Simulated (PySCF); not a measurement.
## Spin states and ions at one geometry of [PbBr2]2+

PySCF 2.14.0, RKS TPSS, Pb def2-SVP with ECP60, Br def2-SVP; non-relativistic Hamiltonian with scalar-relativistic core potentials where named; density fitting; no spin-orbit coupling; singlets restricted, open shells unrestricted. The geometry is relaxed for charge +2, singlet, vacuum:

```xyz
3

Pb    0.0000    0.0000    0.0000
Br    0.0000    0.0000    2.4869
Br    0.0000    0.0000   -2.4869
```

Energies count from the relaxed state; an electron taken off or put on is at rest in vacuum. Charges and spins are Mulliken's.

| state | energy (eV) | spin squared | charge on Pb1 (e) | spin on Pb1 (e) | dipole about the centre of mass (D) |
| --- | --- | --- | --- | --- | --- |
| charge +2, singlet, vacuum | 0.00 | 0.00 | 1.25 | 0.00 | 0.00 |
| charge +3, doublet, vacuum | 21.73 | 0.76 | 1.46 | -0.05 | 0.01 |
| charge +1, doublet, vacuum | -14.71 | 0.75 | 0.96 | 0.16 | 0.00 |

**Question.** What does the state charge +2, triplet, vacuum give?

**Answer.** energy (eV) 0.92, spin squared 2.01, charge on Pb1 (e) 1.18, spin on Pb1 (e) 0.12, dipole about the centre of mass (D) 0.00.

With an electron taken off (doublet) the charges change, summed by element, by Pb +0.21 e, Br +0.79 e. The vertical ionisation energy is 21.73 eV, against −ε(HOMO) = 18.81 eV of the relaxed state. The level lies 2.9 eV too high, as is usual for semilocal functionals and global hybrids, which keep a self-interaction error.

With an electron put on (doublet) the charges change, summed by element, by Pb -0.29 e, Br -0.71 e. The vertical electron affinity is 14.71 eV, against −ε(LUMO) = 17.67 eV of the relaxed state.

Open shells may have lower solutions than those found.

No frequency check is given that shows the relaxed geometry to be a minimum.
